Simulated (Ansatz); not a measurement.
cyclo-(F2SiCH2)4 (C4H8F8Si4). The state is a singlet with charge 0. Geometry r2SCAN-D4/def2-SVP, basis def2-TZVP, Ansatz.

```csv
run,HOMO (eV),LUMO (eV)
A,-8.41,-1.24
B,-9.54,-0.69
C,-9.29,-0.80
D,-12.97,2.82
E,-8.05,-1.50
F,-11.89,1.43
```

B3LYP takes the VWN-RPA correlation. Single mean-field runs in def2-TZVP are fitted with def2-universal-jkfit.

Q: The runs used B3LYP, HF, PBE, PBE0, r2SCAN, ωB97X-V. Estimate which is which.

A: A r2SCAN (0 % exact exchange); B PBE0 (25 % exact exchange); C B3LYP (20 % exact exchange); D HF (100 % exact exchange); E PBE (0 % exact exchange); F ωB97X-V (range-separated). Exact exchange lowers occupied and raises empty levels; among semilocal functionals meta-GGAs tend to open the gap a little, and such runs are hard to tell apart. The gap grows from 6.56 eV (PBE) to 15.79 eV (HF).
